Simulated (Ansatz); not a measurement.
Program: Ansatz. Geometries: PBE0-D4/def2-TZVP. ΔE: electronic, gas phase. CCSD(T)/CBS is the MP2 limit (def2-TZVPP, def2-QZVPP) plus CCSD(T) − MP2 in def2-TZVPP, frozen cores. This one scheme is used for every species. DFT in def2-TZVPP. Elements past krypton have def2 core potentials. For Sb outer-core shells are correlated without core-valence functions, which leaves a few kJ/mol of doubt a bond. One conformer a species, not always the lowest.

Reaction (formal exchange of groups at the Sb–O bond): `[NH2][SbH][OH]` + CH₄ → `[CH3][SbH][NH2]` + H₂O

CCSD(T)/CBS gives +40.1 kJ/mol.

(1) Another level gave +44.6 kJ/mol. Which?
A. LDA (SPW92)/def2-TZVPP
B. RPA@PBE/def2-TZVPP
C. BLYP-D4/def2-TZVPP
D. HF/def2-TZVPP

Largest T1 diagnostic among the species: 0.014.

Answers

(1) A. LDA (SPW92) 44.6, HF/def2-TZVPP 49.2, RPA@PBE/def2-TZVPP 39.0, BLYP-D4 54.3 kJ/mol.

Leaving LDA and LC-ωPBE aside and taking each functional with its dispersion term where it has one, the values, not all of them listed here, spread over 19.2 kJ/mol, from PBE-QIDH to B97M-V. LDA lies −4.2 kJ/mol from PBE without D4. From BLYP to BHLYP (50 % exact exchange), in def2-TZVPP and without D4, ΔE moves by −9.0 kJ/mol. The D4 term adds −4.2 kJ/mol with B3LYP and −2.3 kJ/mol with PBE0; it sums over pairs of atoms, weighted by their polarisabilities, and B3LYP, whose exchange is more repulsive, gets the larger term.

B3LYP here is the variant with VWN-RPA as its local correlation; programs differ in this.
